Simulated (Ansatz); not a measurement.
`C[CH]([GeH3])C#N` + `CC(C)C` → `CC(C)(C)C#N` + `C[CH2][GeH3]`  (formal exchange of groups at a C–C bond)

Program: Ansatz. Geometries: PBE0-D4/def2-TZVP. ΔE: electronic, gas phase. CCSD(T)/CBS is the MP2 limit (def2-TZVPP, def2-QZVPP) plus CCSD(T) − MP2 in def2-TZVPP, frozen cores. For Ge outer-core shells are correlated without core-valence functions, which leaves a few kJ/mol of doubt a bond. Scalar relativity is left out up to krypton.

| species | MP2/def2-TZVPP energy (Eh) |
| --- | --- |
| `C[CH]([GeH3])C#N` | -2248.49628 |
| `CC(C)C` | -158.07888 |
| `CC(C)(C)C#N` | -250.16539 |
| `C[CH2][GeH3]` | -2156.41149 |

Task: Work out ΔE.

Result: ΔE = (-250.16539) + (-2156.41149) − (-2248.49628) − (-158.07888) = -0.00172 Eh = -1.1 kcal/mol. CCSD(T)/CBS gives -0.9 kcal/mol.

Largest T1 diagnostic among the species: 0.012.
